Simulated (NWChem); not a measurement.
Atomisation of H4GeS3

```
Ge
H 1 1.5436
S 1 2.2407 2 104.69
H 3 1.3539 1 94.31 2 176.34
S 1 2.2445 2 113.69 3 -117.54
H 5 1.3552 1 94.18 2 -77.53
S 1 2.2511 2 110.39 3 123.71
H 7 1.3550 1 94.09 2 -41.97
```
Charge 0, spin multiplicity 1.

Everything below was run with NWChem. Structure: optimised with B3LYP/def2-SVP, a minimum by its harmonic frequencies. It is one conformer; others weren't searched.

Basis set: def2-TZVP. The atomisation energy is electronic alone: no zero-point, thermal, spin-orbit or counterpoise terms. No value is extrapolated to the basis-set limit. Free atoms are single determinants with multiplicities Ge 3, S 3, H 2.

The Hamiltonian is non-relativistic. B3LYP has NWChem's definition, with VWN1-RPA local correlation. The structure started from a generated list of species. No SCF solution was tested for a lower state.

Task: Order these methods by the atomisation energy they give, lowest first: PBE0, B3LYP, BHandHLYP, PBE.

Result: BHandHLYP (509.7 kcal/mol), B3LYP (522.2 kcal/mol), PBE0 (530.9 kcal/mol), PBE (538.3 kcal/mol)
